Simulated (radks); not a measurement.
The numbers below are computed, except where a source is named.
Pt3+, 75 electrons, occupied as [Xe] 4f14 5d6 6s1 (not the ground configuration). Level of theory: scalar-relativistic Kohn-Sham, r2SCAN, spin-polarised, spherical densities, finite nucleus; open shells are filled with parallel spins first (spin-orbit coupling, left out, can overturn this in heavy ions); meta-GGA in the generalised Kohn-Sham scheme; Fermi nuclear charge, rms radius 5.427 fm (a radial shooting solver on a logarithmic mesh with Libxc functionals). Some entries of the table are withheld. Estimate them.

orbital,occ.,eigenvalue (eV),r(max) (bohr)
1s up,1,-78536.52,0.01062
1s down,1,-78536.51,0.01062
2s up,1,-13858.17,0.06120
2s down,1,-13857.68,0.06120
2p up,3,-12014.71,0.05059
2p down,3,-12014.32,0.05059
3s up,1,-3296.432,0.1724
3s down,1,-3296.354,0.1724
3p up,3,-2757.173,0.1716
3p down,3,-2757.055,0.1716
3d up,5,-2170.861,0.1400
3d down,5,-2170.557,0.1400
4s up,1,-746.0585,0.3898
4s down,1,-745.6245,0.3899
4p up,3,-568.4092,0.4098
4p down,3,-568.0240,0.4099
4d up,5,-351.4652,0.4181
4d down,5,-351.0009,0.4182
5s up,1,-144.3976,0.8705
5s down,1,-141.5490,0.8668
4f up,7,-110.8907,0.3861
4f down,7,-110.2067,0.3860
5p up,3,-97.6660,0.9761
5p down,3,-94.0589,0.9696
5d up,5,-43.6786,(1)
5d down,1,-39.1046,(2)
6s up,1,-35.2688,(3)
6s down,0,-30.8112,(4)

Answer. 
(1) 5d up r(max) (bohr): 1.215
(2) 5d down r(max) (bohr): 1.198
(3) 6s up r(max) (bohr): 2.059
(4) 6s down r(max) (bohr): 2.118
